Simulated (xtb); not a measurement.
A run for xtb: GFN1-xTB on NO (SMILES [N]=O).

```
$ xtb mol.xyz --gfn 1 --sp --chrg 0 --uhf 1
2

N     -0.00000000     0.00000000    -0.57246203
O      0.00000000    -0.00000000     0.57246203
```

Task: What total energy does the run end on?

Result: -7.7357 hartree.
